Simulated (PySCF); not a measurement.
Species: [SbCl6]- (charge -1).
Geometry (PBE0-D3(BJ)/def2-SVP, Å), atoms numbered from 1 in this order:
```
atom  x, y, z in Å
Sb1    0.013   -0.015   -0.010
Cl2   -0.003   -0.026    2.390
Cl3    0.024   -0.002   -2.410
Cl4    2.412    0.010    0.007
Cl5   -2.387   -0.039   -0.032
Cl6   -0.010    2.385    0.005
Cl7    0.041   -2.415   -0.018
```

Computed with PBE0-D3(BJ)/def2-SVP geometry optimisation, gas phase, def2 core potentials past Kr in PySCF.

(1) Which atoms are bound to Sb1, and at what distances?

(2) List the angles at Sb1.

(3) What is the shape at Sb1?

(4) What are the rotational constants (commonest isotopes, rigid rotor)?

## Answers

(1) 6 atoms: Cl4 2.399 Å, Cl2 2.400 Å, Cl7 2.400 Å, Cl3 2.400 Å, Cl6 2.400 Å, Cl5 2.400 Å.

(2) 
```csv
angle,degrees,distance of the outer atoms (Å)
Cl4–Sb1–Cl5,179.9,4.80
Cl2–Sb1–Cl3,179.9,4.80
Cl6–Sb1–Cl7,179.8,4.80
Cl2–Sb1–Cl5,90.1,3.40
Cl3–Sb1–Cl4,90.1,3.40
Cl3–Sb1–Cl7,90.1,3.40
Cl5–Sb1–Cl7,90.1,3.40
Cl5–Sb1–Cl6,90.0,3.40
Cl3–Sb1–Cl6,90.0,3.40
Cl2–Sb1–Cl4,90.0,3.39
Cl4–Sb1–Cl6,90.0,3.39
Cl2–Sb1–Cl7,89.9,3.39
Cl4–Sb1–Cl7,89.9,3.39
Cl2–Sb1–Cl6,89.9,3.39
Cl3–Sb1–Cl5,89.7,3.39
```

(3) Octahedral: the three widest angles are 179.9°, 179.9° and 179.8°, the others run from 89.7° to 90.1°.

(4) A = 628.2, B = 627.4, C = 626.6 MHz: a spherical top.

Point group: Oh (tolerance 0.08 Å). Charge -1, singlet. Stationary, but not proved a minimum.
